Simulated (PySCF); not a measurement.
Vertical excitations of a molecule CH₅ClFNSi from PySCF with TDDFT-PBE/def2-SVPD, as energy in eV (oscillator strength): 5.21 (0.045), 5.35 (0.004), 5.69 (0.029), 6.29 (0.026), 6.74 (0.035), 7.03 (0.005), 7.23 (0.043), 7.36 (0.018), 7.52 (0.062), 7.63 (0.003). Lowest triplet (TDA): 4.80 eV. Geometry optimised at PBE0-D3(BJ)/def2-SVP. One conformer was computed; it need not be the lowest.

Problem. Identify the compound among the candidates.
A. CN[Si@H](F)Cl
B. N[Si@@H](Cl)CF
C. C[Si@@](N)(F)Cl
D. NC[Si@H](F)Cl

Solution. D, NC[Si@H](F)Cl
